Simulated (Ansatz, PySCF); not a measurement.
C₂H₃ClFGa, SMILES C=[CH][Ga]([F])[Cl].

The structure is a stationary point at ωB97X-D3(BJ)/def2-SVP. The structure was generated by enumeration; whether it is a known compound was not checked. The values are those of a single conformer.

Vertical ionisation energy (IE) and electron affinity (EA) in eV. Rows of orbital energies are one-electron estimates. Where ΔSCF, EOM or ADC give a negative EA the extra electron is unbound and the value depends on the basis.

```json
[
 {"level": "−ε(HOMO), −ε(LUMO), CAM-B3LYP/def2-TZVP (PySCF)", "IE": "10.12", "EA": "0.78"},
 {"level": "−ε(HOMO), −ε(LUMO), PBE/def2-TZVP (PySCF)", "IE": "7.63", "EA": "2.68"},
 {"level": "ΔSCF, CAM-B3LYP/def2-SVPD (Ansatz), final states of multiplicity 2 and 2", "IE": "11.12", "EA": "0.12"},
 {"level": "ΔSCF, PBE/def2-SVPD (Ansatz), final states of multiplicity 2 and 2", "IE": "10.67", "EA": "0.21"}
]
```

What vertical singlet–triplet gap does ΔSCF give with CAM-B3LYP/def2-SVPD (Ansatz, an electronic-structure program) and with PBE/def2-SVPD (Ansatz)? (An estimate is asked for; the answer gives what the named calculation found.)

4.09 and 4.15 eV (triplet above singlet where positive).
